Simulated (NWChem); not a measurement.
Molecule: CH6BNO; SMILES NB(C)O

```xyz
10

B     -0.0209     0.0697     0.0000
C      0.2463    -1.4935     0.0000
H      1.3143    -1.7579    -0.0023
H     -0.2134    -1.9702    -0.8827
H     -0.2092    -1.9693     0.8854
O     -1.2988     0.5826     0.0000
H     -1.9674    -0.1057     0.0008
N      1.0320     1.0021     0.0005
H      0.8638     1.9993    -0.0020
H      2.0058     0.7405    -0.0028
```
Atoms are numbered in this order, from 1.

Program: NWChem. Pople sets run with spherical d functions. Coordinates come from a PBE0/def2-SVP optimisation.

For level TPSS/6-31G*:

```
Quantity                     Result
---------------------------  ------
highest occupied level (eV)   -5.66
orbital gap (eV)               7.31
```

Problem. How do the values read with level revPBE/6-31G* instead?

Solution. The highest occupied level (eV) comes out as -5.51 and the orbital gap (eV) comes out as 7.03.
